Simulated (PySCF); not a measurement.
## Spin states and ions at one geometry of Tl(SH)3

PySCF 2.14.0, RKS PBE, Tl def2-SVP with ECP60, S def2-SVP, H def2-SVP; non-relativistic Hamiltonian with scalar-relativistic core potentials where named; density fitting; no spin-orbit coupling; singlets restricted, open shells unrestricted. The geometry is relaxed for charge 0, singlet, vacuum:

```xyz
7

Tl    0.7119   -0.1954    0.1751
S    -0.5969    0.3333    2.2359
H    -1.7228    0.6049    1.5142
S    -0.4042   -0.3709   -2.0615
H    -1.6404   -0.1565   -1.5272
S     3.1672   -0.5838    0.3343
H     3.2493   -0.8582   -0.9995
```

Energies count from the relaxed state; an electron taken off or put on is at rest in vacuum. Charges and spins are Mulliken's.

```
                     state  energy (eV)  spin squared  charge on Tl1 (e)  spin on Tl1 (e)  dipole about the centre of mass (D)
 charge 0, singlet, vacuum         0.00          0.00               0.33             0.00                                 1.52
 charge 0, triplet, vacuum         2.58          2.00               0.18             0.30                                 1.58
charge -1, doublet, vacuum        -0.94          0.75               0.06             0.32                                 1.04
```

Task: What does the state charge +1, doublet, vacuum give?

Result: energy (eV) 8.70, spin squared 0.75, charge on Tl1 (e) 0.45, spin on Tl1 (e) -0.04, dipole about the centre of mass (D) 1.37.

With an electron taken off (doublet) the charges change, summed by element, by Tl +0.12 e, S +0.72 e, H +0.16 e. The vertical ionisation energy is 8.70 eV, against −ε(HOMO) = 6.11 eV of the relaxed state. The level lies 2.6 eV too high, as is usual for semilocal functionals and global hybrids, which keep a self-interaction error.

With an electron put on (doublet) the charges change, summed by element, by Tl -0.27 e, S -0.55 e, H -0.18 e. The vertical electron affinity is 0.94 eV, against −ε(LUMO) = 3.53 eV of the relaxed state. The basis has no diffuse functions, which an added electron needs. The added electron's level lies above zero.

Open shells may have lower solutions than those found. Hard to converge, so the more doubtful: charge 0, triplet, vacuum; charge +1, doublet, vacuum.
